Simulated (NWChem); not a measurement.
System: CCl2, singlet; SMILES Cl[C]Cl

Results from NWChem. Low-valent species are run as closed-shell singlets; no triplet was tried in these runs. Geometry: optimised at PBE0-D3(BJ)/def2-TZVP. Level: B3LYP/def2-SVP with COSMO at NWChem's default radii, gas-phase geometry; rows give the dielectric constant.

```json
[
 {"dielectric constant": "1.5", "electrostatic solvation energy (kcal/mol)": "-0.7", "dipole in solution (D)": "1.59"},
 {"dielectric constant": "4.8", "electrostatic solvation energy (kcal/mol)": "-1.8", "dipole in solution (D)": "1.76"},
 {"dielectric constant": "7.6", "electrostatic solvation energy (kcal/mol)": "-2.0", "dipole in solution (D)": "1.80"},
 {"dielectric constant": "25.0", "electrostatic solvation energy (kcal/mol)": "-2.2", "dipole in solution (D)": "1.84"},
 {"dielectric constant": "46.7", "electrostatic solvation energy (kcal/mol)": "-2.2", "dipole in solution (D)": "1.84"}
]
```
